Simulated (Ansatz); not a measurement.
(1) Predict a relaxed structure of CrCl3 (the lowest doublet isomer of a short search), charge 0, doublet, at r2SCAN-D4/def2-SVP (Ansatz).

Results:

(1) 
```xyz
4

Cr    0.000    0.000    0.000
Cl    0.491    1.872   -0.868
Cl   -1.522   -0.120    1.473
Cl    1.030   -1.753   -0.604
```
Point group D3h (tolerance 0.1 Å). The metal has 3 neighbours: Cl 2.12 Å, Cl 2.12 Å, Cl 2.12 Å. This is one stationary point.

The charge 0 doublet is spin-contaminated (final ⟨S²⟩ up to 1.76, 0.75 for a pure state). At r2SCAN-D4/def2-SVP a quartet of charge 0 lies 0.70 eV below the doublet, each at its own geometry. The structure comes from a short search, and lower isomers may exist.
